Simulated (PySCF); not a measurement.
Cl2In (SMILES [Cl][In][Cl]), doublet, geometry from GFN2-xTB (such geometries of metal compounds can be far from the true shape) (the spin is typed, not shown lowest) (core potentials on In); WB97M-V/def2-SVP run with PySCF.

PySCF was given this input:
```python
from pyscf import gto, scf, dft

mol = gto.Mole()
mol.atom = '''
    In    0.34757531   -0.02025724    0.39100460
    Cl    1.00831653    0.38636565   -1.88660393
    Cl   -2.01015125   -0.32797714    0.75959066
'''
mol.basis = 'def2-svp'
mol.ecp = {'In': 'def2-svp'}
mol.spin = 1
mol.verbose = 4
mol.build()

mf = dft.UKS(mol)
mf.xc = 'wb97m_v'
mf.kernel()
```

It wrote (shortened):

```
PySCF version 2.14.0

[INPUT] verbose = 4
[INPUT] num. atoms = 3
[INPUT] num. electrons = 55
[INPUT] charge = 0
[INPUT] spin (= nelec alpha-beta = 2S) = 1
[INPUT] symmetry False subgroup None
[INPUT] Mole.unit = angstrom
[INPUT] Symbol           X                Y                Z      unit          X                Y                Z       unit  Magmom
[INPUT]  1 In     0.347575310000  -0.020257240000   0.391004600000 AA    0.656822143561  -0.038280635640   0.738891607445 Bohr   0.0
[INPUT]  2 Cl     1.008316530000   0.386365650000  -1.886603930000 AA    1.905442088572   0.730125262440  -3.565164733228 Bohr   0.0
[INPUT]  3 Cl    -2.010151250000  -0.327977140000   0.759590660000 AA   -3.798635331452  -0.619786969718   1.435418314178 Bohr   0.0

nuclear repulsion = 194.538561641469
number of shells = 26
number of NR pGTOs = 133
number of NR cGTOs = 62
basis = def2-svp
ecp = {'In': 'def2-svp'}

******** <class 'pyscf.dft.uks.UKS'> ********
method = UKS
initial guess = minao
damping factor = 0
level_shift factor = 0
DIIS = <class 'pyscf.scf.diis.CDIIS'>
diis_start_cycle = 1
diis_space = 8
diis_damp = 0
SCF conv_tol = 1e-09
SCF conv_tol_grad = None
SCF max_cycles = 50
direct_scf = True
direct_scf_tol = 1e-13
number electrons alpha = 28  beta = 27
XC library pyscf.dft.libxc version 7.1.2
    S. Lehtola, C. Steigemann, M. J. T. Oliveira, and M. A. L. Marques,  SoftwareX 7, 1–5 (2018)
XC functionals = wb97m_v
    N. Mardirossian and M. Head-Gordon,  J. Chem. Phys. 144, 214110 (2016)
radial grids:
    Treutler-Ahlrichs [JCP 102, 346 (1995); DOI:10.1063/1.469408] (M4) radial grids

becke partition: Becke, JCP 88, 2547 (1988); DOI:10.1063/1.454033
pruning grids: <function nwchem_prune>
grids dens level: 3
symmetrized grids: False
atomic radii adjust function: <function treutler_atomic_radii_adjust>
** Following is NLC and NLC Grids **
NLC functional = wb97m_v
radial grids:
    Treutler-Ahlrichs [JCP 102, 346 (1995); DOI:10.1063/1.469408] (M4) radial grids

becke partition: Becke, JCP 88, 2547 (1988); DOI:10.1063/1.454033
pruning grids: <function nwchem_prune>
grids dens level: 3
symmetrized grids: False
atomic radii adjust function: <function treutler_atomic_radii_adjust>
small_rho_cutoff = 0
Set gradient conv threshold to 3.16228e-05
tot grids = 59640
tot grids = 59640
init E= -1088.97582237286

cycle= 1 E= -1109.75679163444  delta_E= -20.8  |g|= 0.993  |ddm|= 8.47
cycle= 2 E= -1110.05804307725  delta_E= -0.301  |g|= 0.662  |ddm|= 2.49
cycle= 3 E= -1110.22660544438  delta_E= -0.169  |g|= 0.0491  |ddm|= 0.752
cycle= 4 E= -1110.22887836354  delta_E= -0.00227  |g|= 0.0231  |ddm|= 0.116
cycle= 5 E= -1110.22957469779  delta_E= -0.000696  |g|= 0.00763  |ddm|= 0.0536
cycle= 6 E= -1110.22988661696  delta_E= -0.000312  |g|= 0.00276  |ddm|= 0.0541
cycle= 7 E= -1110.229925772  delta_E= -3.92e-05  |g|= 0.000952  |ddm|= 0.019
cycle= 8 E= -1110.22992981656  delta_E= -4.04e-06  |g|= 0.000283  |ddm|= 0.00616
cycle= 9 E= -1110.22993010262  delta_E= -2.86e-07  |g|= 9.09e-05  |ddm|= 0.00141
cycle= 10 E= -1110.22993013869  delta_E= -3.61e-08  |g|= 2.79e-05  |ddm|= 0.000519
cycle= 11 E= -1110.22993014259  delta_E= -3.9e-09  |g|= 6.97e-06  |ddm|= 0.000189
cycle= 12 E= -1110.22993014277  delta_E= -1.81e-10  |g|= 2.09e-06  |ddm|= 3.96e-05
Extra cycle  E= -1110.22993014278  delta_E= -6.82e-12  |g|= 9.61e-07  |ddm|= 5.53e-06
converged SCF energy = -1110.22993014278  <S^2> = 0.75564653  2S+1 = 2.0056386
```
